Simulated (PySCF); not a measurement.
Species: C₆H₅O₂ (charge -1).
Bonds: O1–C2 (double), C2–O3, C2–C4, C4–C5 (triple), C5–C6, C6–C7, C7–C8, C6–C8. Hydrogens: H9 on C6; H10, H11 on C7; H12, H13 on C8.

Probes without a nucleus sit at each ring's centroid and 1 Å off its mean plane on both sides; NICS is minus the shielding there, NICSzz its component along the normal. Level: GIAO PBE0/pcSseg-1 (PySCF, non-relativistic, gas phase) on the GFN2-xTB geometry, one conformer.

Ring bond lengths (Å), with Mayer bond orders in brackets: C6–C7 1.507 (0.93), C7–C8 1.497 (0.99), C8–C6 1.506 (0.93).

Q: Give the NICS values of each ring in ppm.

A: 
```json
{"ring": "C6–C7–C8", "type": "3-membered carbocycle; formal bonds all single", "NICS(0)": "-43.5", "NICS(1), two faces": "-9.2 / -8.2", "NICS(1)zz, two faces": "-24.3 / -21.6", "rms pucker (Å)": "0.00", "centre to ring atoms, mean (Å)": "0.87"}
```

Q: What can be read from them?

A: 
- C6–C7–C8: mean NICS(1)zz -23.0 ppm, shielded. C6, C7, C8 have four or more neighbours; no verdict on aromaticity is drawn. A hydrogen on C6, outside the ring, lies only 1.43 Å from a NICS(1) probe, which then mostly feels that atom. NICS(0) lies 35 ppm below the mean NICS(1).

Q: What are the shieldings of the ring atoms and their hydrogens in the same run (means over atoms taken as equivalent)?

A: 
```
   atoms                 environment  σ isotropic (ppm)
      C6          propargylic carbon              182.2
 C7 (×2)  three-membered-ring carbon              176.8
      H9            methine hydrogen              30.39
H10 (×2)          methylene hydrogen              31.56
H11 (×2)          methylene hydrogen              31.43
```
